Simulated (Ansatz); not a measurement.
Program: Ansatz. Geometries: PBE0-D4/def2-TZVP. ΔE: electronic, gas phase. CCSD(T)/CBS adds triple-zeta CCSD(T) − MP2 to the extrapolated MP2 energy (def2 sets, frozen cores). This one scheme is used for every species, atoms too. DFT in def2-TZVPP. B3LYP here is the variant with VWN-RPA as its local correlation; programs differ in this. HSE06 is defined as in plane-wave codes. No spin–orbit coupling; open shells (•) take unrestricted orbitals. Spin–orbit coupling would lower the free atoms: a little for C, Cl, Si. Each species was taken in one conformer, which may not be the lowest.

`C=C[Si](Cl)(CC)CC` → 6 C• + Cl• + 13 H• + Si•  (atomization)

| level | ΔE (eV) | difference from CCSD(T)/CBS |
| --- | --- | --- |
| PBE-D4 | 87.61 | 1.43 |
| BLYP-D4 | 85.64 | -0.54 |
| r2SCAN0-D4 | 85.71 | -0.47 |
| HSE06-D4 | 86.79 | 0.61 |
| CAM-B3LYP-D4 | 86.45 | 0.27 |
| PBE | 87.02 | 0.84 |
| PBE0 | 86.23 | 0.05 |
| B3LYP | 85.25 | -0.93 |
| r2SCANh | 85.97 | -0.21 |
| r2SCAN0 | 85.52 | -0.66 |
| CAM-B3LYP | 85.92 | -0.26 |
| LC-ωPBE | 85.90 | -0.28 |
| MP2/def2-SVP | 82.98 | -3.20 |
| HF/def2-TZVPP | 65.42 | -20.76 |
| CCSD(T)/def2-TZVPP | 84.27 | -1.91 |
| HF/def2-QZVPP | 65.50 | -20.68 |
| CCSD(T)/CBS | 86.18 | 0 |

Largest T1 diagnostic among the species: 0.012.

From BLYP to BHLYP (50 % exact exchange), in def2-TZVPP and without D4, ΔE moves by −0.64 eV: exact exchange takes away binding that semilocal exchange gives to molecules. The D4 term adds +0.94 eV with B3LYP and +0.51 eV with PBE0; it sums over pairs of atoms, weighted by their polarisabilities, and B3LYP, whose exchange is more repulsive, gets the larger term.

For atomizations the MP2-based limit and the directly extrapolated one differ by several kJ/mol either way, and by 10 to 25 for some Ge, Se and Sn compounds, so smaller differences from it don't rank the levels.
